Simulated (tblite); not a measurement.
Isomers of C3H8O3Si2. Level: GFN2-xTB in tblite, geometry and Hessian alike; calculated harmonic values, unscaled, isolated species. Errors from tens to a few hundred cm⁻¹ against measured bands are possible. Modes of hydrogen on silicon can be 10 to 20 % off. One conformer each.

Electronic energies: GFN2-xTB at the same geometries; isomer energies are rough at this level and their order can be wrong.

```
                  SMILES  electronic energy, lowest = 0 (kcal/mol)
O=C(O)[Si@@H]1CC[SiH2]O1                                      58.7
O[Si@H]1O[SiH2]C2(CC2)O1                                       0.0
C=CO[Si@@](O)([SiH3])C=O                                     104.4
```

How do GFN2-xTB zero-point energies change the relative energies?

```
                  SMILES  ZPE (kcal/mol)  of it from modes above 1550 cm⁻¹  electronic (kcal/mol)  with ZPE, lowest = 0 (kcal/mol)  lowest mode (cm⁻¹)  rings
O[Si@H]1O[SiH2]C2(CC2)O1            68.1                              33.0                    0.0                              0.0                  72      2
O=C(O)[Si@@H]1CC[SiH2]O1            67.5                              34.2                   58.7                             58.1                  32      1
C=CO[Si@@](O)([SiH3])C=O            63.6                              36.9                  104.4                             99.8                  29      0
```

The zero-point energies span 4.5 kcal/mol, from `C=CO[Si@@](O)([SiH3])C=O` to `O[Si@H]1O[SiH2]C2(CC2)O1`. The order is unchanged.

What do entropy and thermal enthalpy add at 298.15 K and 1 bar (rigid rotor, harmonic oscillator, one conformer each)?

```json
{"SMILES": "O[Si@H]1O[SiH2]C2(CC2)O1", "point group": "C1", "symmetry number": "1", "S (cal/(mol K))": "94.7", "H − H(0) (kcal/mol)": "6.62", "ZPE + H − H(0) − TS (kcal/mol)": "46.5"}
{"SMILES": "O=C(O)[Si@@H]1CC[SiH2]O1", "point group": "C1", "symmetry number": "1", "S (cal/(mol K))": "99.6", "H − H(0) (kcal/mol)": "6.89", "ZPE + H − H(0) − TS (kcal/mol)": "44.7"}
{"SMILES": "C=CO[Si@@](O)([SiH3])C=O", "point group": "C1", "symmetry number": "1", "S (cal/(mol K))": "114.2", "H − H(0) (kcal/mol)": "8.56", "ZPE + H − H(0) − TS (kcal/mol)": "38.1"}
```
